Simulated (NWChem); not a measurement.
System: C₃H₃N₂, doublet; SMILES C1=C[N]N=C1

Parts of the log:

```
             Northwest Computational Chemistry Package (NWChem) 7.3.0
             --------------------------------------------------------

 C1  symmetry detected

                             Geometry "geometry" -> ""
                             -------------------------

 Output coordinates in angstroms (scale by  1.889725989 to convert to a.u.)

  No.       Tag          Charge          X              Y              Z
 ---- ---------------- ---------- -------------- -------------- --------------
    1 C                    6.0000    -1.13951217    -0.00317546     0.00000816
    2 C                    6.0000    -0.27749901    -1.10877941     0.01662787
    3 N                    7.0000     0.95887113    -0.62897754    -0.02653523
    4 N                    7.0000     0.95555133     0.63411312     0.02653619
    5 C                    6.0000    -0.28332426     1.10740782    -0.01662979
    6 H                    1.0000    -2.21183961    -0.00617468    -0.00004173
    7 H                    1.0000    -0.48788249    -2.15817825     0.00623433
    8 H                    1.0000    -0.49922246     2.15568617    -0.00623679

 Effective nuclear repulsion energy (a.u.)     156.0761108610

                                Z-matrix (autoz)
                                --------

 Units are Angstrom for bonds and degrees for angles

[...]

      ----------------------
      Optimization converged
      ----------------------

  Step       Energy      Delta E   Gmax     Grms     Xrms     Xmax
  ---- ---------------- -------- -------- -------- -------- --------
@    6    -225.09965006 -6.2D-07  0.00013  0.00004  0.00058  0.00179
                                     ok       ok       ok       ok

                                Z-matrix (autoz)
                                --------

 Units are Angstrom for bonds and degrees for angles

[...]

 Rotational Constants
 --------------------
 A=   0.337239 cm-1  (  0.485201 K)
 B=   0.329312 cm-1  (  0.473796 K)
 C=   0.166713 cm-1  (  0.239857 K)

 Temperature                      =   298.15K
 frequency scaling parameter      =   1.0000

 Zero-Point correction to Energy  =   34.534 kcal/mol  (  0.055033 au)
 Thermal correction to Energy     =   37.147 kcal/mol  (  0.059197 au)
 Thermal correction to Enthalpy   =   37.739 kcal/mol  (  0.060141 au)

 Total Entropy                    =   66.575 cal/mol-K
   - Translational                =   38.508 cal/mol-K (mol. weight =  67.0296)
   - Rotational                   =   23.970 cal/mol-K (symmetry #  =        1)
   - Vibrational                  =    4.096 cal/mol-K

 Cv (constant volume heat capacity) =   14.133 cal/mol-K
   - Translational                  =    2.979 cal/mol-K
   - Rotational                     =    2.979 cal/mol-K
   - Vibrational                    =    8.174 cal/mol-K

[normal modes left out]

 ----------------------------------------------------------------------------
 Normal Eigenvalue ||           Projected Infra Red Intensities
  Mode   [cm**-1]  || [atomic units] [(debye/angs)**2] [(KM/mol)] [arbitrary]
 ------ ---------- || -------------- ----------------- ---------- -----------
    1       -0.000 ||    0.000625           0.014         0.609       0.348
    2        0.000 ||    0.000230           0.005         0.224       0.128
    3        0.000 ||    0.000912           0.021         0.889       0.508
    4        0.000 ||    0.000411           0.009         0.401       0.229
    5        0.000 ||    0.000287           0.007         0.280       0.160
    6        0.000 ||    0.000175           0.004         0.171       0.098
    7      238.766 ||    0.061632           1.422        60.082      34.322
    8      451.899 ||    0.021072           0.486        20.542      11.735
    9      662.579 ||    0.105084           2.424       102.441      58.520
   10      761.147 ||    0.086862           2.004        84.677      48.372
   11      774.624 ||    0.000021           0.000         0.021       0.012
   12      841.959 ||    0.000974           0.022         0.950       0.542
   13      887.896 ||    0.004950           0.114         4.825       2.756
   14      991.941 ||    0.013129           0.303        12.799       7.311
   15     1037.434 ||    0.026210           0.605        25.551      14.596
   16     1149.861 ||    0.001936           0.045         1.887       1.078
   17     1205.525 ||    0.021097           0.487        20.566      11.748
   18     1272.496 ||    0.006464           0.149         6.301       3.600
   19     1357.680 ||    0.012355           0.285        12.045       6.881
   20     1392.201 ||    0.016515           0.381        16.100       9.197
   21     1529.155 ||    0.048694           1.123        47.470      27.117
   22     3184.663 ||    0.000671           0.015         0.654       0.374
   23     3210.882 ||    0.000498           0.011         0.485       0.277
   24     3217.526 ||    0.000163           0.004         0.159       0.091
 ----------------------------------------------------------------------------
```

Level: PBE-D3(BJ)/def2-SVP, spin-unrestricted. The printed entropy takes a lower symmetry number than the molecule has.

**Question.** Reconstruct the input file.

**Answer.** One answer among several that fit: the input that was run:
```
start job
memory heap 200 mb stack 900 mb global 1100 mb
geometry units angstroms
  C      0.360674    -1.093008    -0.289194
  C      1.154832     0.032621    -0.028473
  N      0.323452     1.037439     0.216133
  N     -0.876227     0.638855     0.227389
  C     -0.955797    -0.636194    -0.131223
  H      0.686543    -2.080627    -0.550562
  H      2.217272     0.159143    -0.057119
  H     -1.888762    -1.155350    -0.206462
end
basis spherical
  * library def2-svp
end
dft
  odft
  mult 2
  xc xpbe96 cpbe96
  disp vdw 4
  iterations 150
end
driver
  maxiter 120
end
task dft optimize
task dft freq
```
